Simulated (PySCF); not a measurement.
## TlH3 relaxed at several levels

Computed with PySCF 2.14.0, def2-SVP on the ligands, density fitting, scalar-relativistic core potentials, no spin-orbit coupling, vacuum. Each row is relaxed at its own level from the same template. Distances are means of the shortest metal–ligand contacts, charges and spins Mulliken's; removal energies are rigid, with the ligand's formal charge and no counterpoise, so too large; for an anion taken off a cation in vacuum most of it is the attraction of opposite charges, and multiply charged cations can part far more cheaply with an electron moved from ligand to metal.

```json
{"level": "B3LYP", "basis on the metal": "def2-SVP with ECP60", "point group": "D3h", "M–H (Å)": "1.758", "charge on M (e)": "0.24", "HOMO–LUMO gap (eV)": "5.68", "removal of one H (eV)": "10.96", "strongest infrared band, degenerate modes summed (cm⁻¹)": "1743", "unstable modes (below −25 cm⁻¹)": "0"}
```

Problem. What does the calculation give for TPSS, def2-SVP with ECP60?

Solution. point group: D3h, M–H (Å): 1.760, charge on M (e): 0.25, HOMO–LUMO gap (eV): 4.62, removal of one H (eV): 10.90, unstable modes (below −25 cm⁻¹): not given.
```xyz
4

Tl    0.4821    0.0000    0.0000
H    -0.3961    0.0000    1.5253
H    -0.3961    0.0000   -1.5253
H     2.2419    0.0000    0.0000
```

One start shape was tried for each, so a minimum needn't be the lowest isomer.
